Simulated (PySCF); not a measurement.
**A basis-limit estimate, worked out**

An elementary step of BSiH$_{6}$OF, closed shell (SiH₄O ([OH][SiH3]) + BH₂F ([BH2][F]) → BSiH₅O ([BH2][O][SiH3]) + HF; B–F, H–O broken or loosened, B–O, F–H formed or tightened). “Start” and “end” are the PBE0-D4/def2-TZVP structures reached by relaxing down either side of its saddle point, with the molecules still in contact.

Computed with PySCF 2.14 with density fitting (its default auxiliary sets; JK sets also for MP2 and CCSD(T)) (basis: def2-TZVPP and def2-QZVPP); correlated methods freeze the cores.

Energies in eV:

| quantity | end | start |
| --- | --- | --- |
| Hartree–Fock, triple zeta (X = 3) | -13376.86954 | -13376.82423 |
| Hartree–Fock, quadruple zeta (X = 4) | -13377.39925 | -13377.33816 |
| MP2 correlation, X = 3 | -20.09052 | -20.25744 |
| MP2 correlation, X = 4 | -21.73446 | -21.88896 |
| CCSD(T) correlation, X = 3 | -21.80440 | -21.98254 |

Task: Work out the step energy at the basis limit: extrapolate Hartree–Fock as E(X) = E∞ + A exp(−7.88 √X) and the MP2 correlation as E(X) = E∞ + B X^−2.97 (the exponents that Neese and Valeev fitted for def2-TZVPP and QZVPP), then add CCSD(T) − MP2 in triple zeta.

Result: Each step is linear, so take the differences first (end − start): Hartree–Fock -0.04531 (X = 3) and -0.06109 (X = 4); MP2 correlation 0.16692 and 0.15450; CCSD(T) correlation 0.17814.
Two points give E∞ = E(4) + w [E(4) − E(3)], with w = 1/(exp(7.88 (2 − √3)) − 1) = 0.1377 for Hartree–Fock and w = 1/((4/3)^2.97 − 1) = 0.7407 for the correlation.
Hartree–Fock: -0.06109 + 0.1377 × (-0.01578) = -0.0633 eV.
MP2 correlation: 0.15450 + 0.7407 × (-0.01242) = 0.1453 eV.
CCSD(T) − MP2: 0.17814 − 0.16692 = 0.0112 eV.
Sum: -0.0633 + 0.1453 + 0.0112 = 0.0932 eV, or 2.15 kcal/mol. Plain CCSD(T) in triple zeta gives 0.1328 eV, so the larger basis shifts the result by -0.0396 eV.

T1 diagnostic: at most 0.012.

The step is the kind of ligand exchange by which a precursor binds to a hydroxyl group, or is hydrolysed, in atomic layer deposition of oxides.

Labels in which every atom is bracketed show which atoms are joined, not bond orders.

For scale, one of the runs: CCSD(T)/def2-TZVPP, 219 basis functions, launched by `OMP_NUM_THREADS=4 python run.py`. Hardware: 4 CPU threads of an Arm Neoverse V1, shared host. Wall time 13 min; peak host memory 3.5 GiB.
